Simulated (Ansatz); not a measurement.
`[O]=[Ta]([F])([F])[F]`: the same geometry under several functionals.

```yaml
crystal:
  periodic: [false, false, false]
  atoms:
    - {symbol: O, position_ang: [-0.720865, -0.081524, 1.531237]}
    - {symbol: Ta, position_ang: [0.010402, -0.014735, -0.009069]}
    - {symbol: F, position_ang: [1.538023, -1.086757, 0.041152]}
    - {symbol: F, position_ang: [-1.225120, -0.658137, -1.251983]}
    - {symbol: F, position_ang: [0.447461, 1.767454, -0.352738]}
basis:
  gaussian: {orbitals: def2-TZVPP}
hamiltonian: {xc: {name: r2SCAN0}, dispersion: d4}
output: {orbitals: {seedname: orbitals}}
```

```sh
$ ansatz run in.yaml --threads 4 --pin off --events-out ev --progress --plain --max-ram 10444MiB
```

Shortened log:

```
Functional definition: r2SCAN0
1027 factors; their error is unknown
mean field evaluation 1: about -11742.5251 eV, gradient 9.0e1 eV
mean field evaluation 2: about -11620.1660 eV, gradient 2.6e2 eV
mean field evaluation 4: about -11754.2896 eV, gradient 2.7e1 eV
mean field evaluation 8: about -11755.4077 eV, gradient 2.1e-1 eV
mean field evaluation 16: about -11755.4539 eV, gradient 5.7e-5 eV
mean field -11755.45388878 eV, -432.0049622799 hartree, gradient 4.0e-5 eV, S^2 0.000000; 0 other end points of the search recorded, 0 dependent functions left out
reference -11755.45390017 eV, -432.0049626983 hartree; 24, 24 occupied and 156, 156 virtual orbitals, 1027 factors
Total energy: -11755.47909543 eV, -432.0058886072 hartree
```

Run time 2.6 s (4 threads of an Intel Xeon Platinum 8259CL on a shared host); peak host memory 0.42 GiB.

Changing it to `hamiltonian: {xc: pbe0, dispersion: d4}` (abridged; 2.4 s):

```
Functional definition: PBE0
mean field -11751.62215350 eV, -431.8641486056 hartree, gradient 5.4e-5 eV, S^2 0.000000
Total energy: -11751.70003806 eV, -431.8670108102 hartree
```

With the line `hamiltonian: {xc: r2scan, dispersion: d4}` and forces (abridged; 2.6 s):

```
Functional definition: r2SCAN
mean field evaluation 16: about -11758.7856 eV, gradient 6.8e-4 eV
mean field -11758.78557636 eV, -432.1273995402 hartree, gradient 1.2e-5 eV, S^2 0.000000
Total energy: -11758.80652524 eV, -432.1281693972 hartree
Atom 0 force    -0.250463    -0.022918     0.527653 eV/Å
Atom 1 force     0.220878     0.020479    -0.465924 eV/Å
Atom 2 force     0.099716    -0.075677     0.018715 eV/Å
Atom 3 force    -0.093595    -0.045781    -0.071691 eV/Å
Atom 4 force     0.023464     0.123895    -0.008753 eV/Å
Dipole moment:     0.160587     0.014616    -0.338104 e Å
```

The same input with `hamiltonian: {xc: lda}` (abridged; 0.8 s):

```
Functional definition: SPW92
mean field evaluation 16: about -11693.3675 eV, gradient 1.5e-3 eV
mean field -11693.36752611 eV, -429.7233305354 hartree, gradient 6.0e-5 eV, S^2 0.000000
Total energy: -11693.36756838 eV, -429.7233320889 hartree
```

Changing it to `hamiltonian: {xc: {name: B3LYP}, dispersion: d4}` and forces (abridged; 6 s):

```
Functional definition: B3LYP
mean field evaluation 16: about -11762.4929 eV, gradient 7.3e-4 eV
mean field -11762.49287952 eV, -432.2636404185 hartree, gradient 7.9e-5 eV, S^2 0.000000
Total energy: -11762.64307557 eV, -432.2691600213 hartree
Atom 0 force    -0.253203    -0.023109     0.533268 eV/Å
Atom 1 force     0.118230     0.010801    -0.248892 eV/Å
Atom 2 force     0.268968    -0.186646     0.003229 eV/Å
Atom 3 force    -0.212758    -0.111864    -0.222171 eV/Å
Atom 4 force     0.078763     0.310818    -0.065434 eV/Å
Dipole moment:     0.162103     0.014752    -0.341290 e Å
```

The same input with `hamiltonian: {xc: {name: CAM-B3LYP}, dispersion: d4}` (abridged; 1.9 s):

```
Functional definition: CAM-B3LYP
mean field evaluation 16: about -11758.3572 eV, gradient 1.3e-4 eV
mean field -11758.35722285 eV, -432.1116578390 hartree, gradient 4.6e-5 eV, S^2 0.000000
Total energy: -11758.43715500 eV, -432.1145952913 hartree
```

B3LYP takes the VWN-RPA correlation (the form of Gaussian; ORCA's B3LYP/G).
